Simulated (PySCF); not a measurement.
Computed shifts of a molecule C4H6F2, PySCF with B3LYP/pcSseg-1, GIAO, gas phase, atoms alike by connectivity averaged where their shifts nearly agree, in ppm (number of nuclei): ¹⁹F: -195.3 (2). ¹³C: 95.2 (2), 22.7 (2). ¹H: 4.88 (2), 2.27 (2), 1.61 (2). References: ¹⁹F against CFCl3 (σ = 161.7 ppm); ¹³C against TMS (σ = 181.3 ppm); ¹H against TMS (σ = 31.68 ppm), references at their B3LYP-D3(BJ)/def2-TZVP geometries, non-relativistic. Geometry optimised at PBE0-D3(BJ)/def2-SVP. Other conformers were not sampled.

**Question.** Identify the compound among the candidates.
A) CC/C(F)=C/F
B) C/C(F)=C(\C)F
C) F[C@H]1C[C@@H](F)C1
D) F[C@H]1CC[C@@H]1F

**Answer.** D, F[C@H]1CC[C@@H]1F
